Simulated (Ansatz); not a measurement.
`[NH2][Al]([F])[PH2]`, charge 0, multiplicity 1.

**Question.** Give a relaxed structure at PBE0-D4/def2-TZVP (Ansatz). (Best estimate.)

**Answer.** Ansatz gave: 
```xyz
8

N     0.600   -1.311    0.767
Al    0.566    0.076   -0.311
F     1.707    0.135   -1.505
P    -0.889    1.859   -0.079
H     1.269   -2.062    0.709
H    -0.050   -1.475    1.517
H    -1.942    1.002    0.350
H    -1.261    1.778   -1.449
```
